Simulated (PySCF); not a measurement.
# Electron correlation in Sr⁺ (strontium, charge +1)

[Kr] 5p1, 2P determinant (an excited configuration). Calculation: PySCF 2.14, in x2c-TZVPPall with one added diffuse shell each of s, p, d, f type (9s7p7d3f1g, 95 functions); scalar relativity by spin-free X2C-1e. Frozen: [Ar] 3d10; 9 electrons correlated.

```
  level  correlation energy (mhartree)
   CCSD                        -195.24
    (T)                          -4.79
CCSD(T)                        -200.03
```

Diagnostics: T1 = 0.011, D1 = 0.0443, largest double amplitude 0.021.

Task: Is a single reference adequate?

Result: Yes, within this model without spin-orbit coupling: T1 lies below 0.03 and no double amplitude reaches 0.07.

This basis was not built for core-valence correlation, so the inner-shell part is incomplete.
